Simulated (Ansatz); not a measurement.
System: BNH3, charge -1, singlet. BNH3- (parent SMILES [NH]B, singlet).
B3LYP-D3(BJ)/def2-TZVP minimum from Ansatz (a first-principles code):
```
B
N 1 1.3698
H 2 1.0230 1 110.79
H 1 1.2329 2 120.52 3 180.00
H 1 1.2414 4 113.63 2 180.00
```
Charge -1, spin multiplicity 1.

Total energies in aug-cc-pVDZ, 12 correlated electrons, 2 frozen orbitals. Open shells are spin-unrestricted; no spin-orbit coupling. Cores are frozen in correlated methods. No relativity. The spin of H3BN- (parent SMILES B[NH], singlet) was assumed, and the state is the lowest solution found for it.

```tsv
method	program	energy (Eh)	minus CCSDT(Q) (mEh)
HF	Ansatz	-80.87414	330.78
MP2	Ansatz	-81.17044	34.48
CCSD	Ansatz	-81.19127	13.65
CCSD(T)	Ansatz	-81.20338	1.54
CCSDT(Q)	Ansatz	-81.20492	0.00
```

Rough core times of Ansatz's runs on a shared machine: CCSD(T) under 20 s, CCSDT(Q) 2 min.
